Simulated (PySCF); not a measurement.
Isomers of CH2B2O. All species are isolated molecules in the gas phase. One relaxed conformer stands for each flexible species; it need not be the lowest. Strings in code marks are SMILES.

Quantity: vertical ionisation energy (energy after one electron is removed minus that of the parent at the parent's geometry), in eV.

A: `OB1B=C1`
B: `BB=C=O`
C: `[H]/B=C\B=O`
D: `B=C=BO`
E: `C=BB=O`
F: `[H]/B=C1\BO1`

Question: Put the candidates in order of vertical ionisation energy (energy after one electron is removed minus that of the parent at the parent's geometry), lowest first, for B3LYP/6-31G* // r2SCAN-D4/def2-TZVP (PySCF).

Answer: F (8.62 eV), B (8.66 eV), D (8.87 eV), E (9.65 eV), A (9.86 eV), C (9.90 eV)
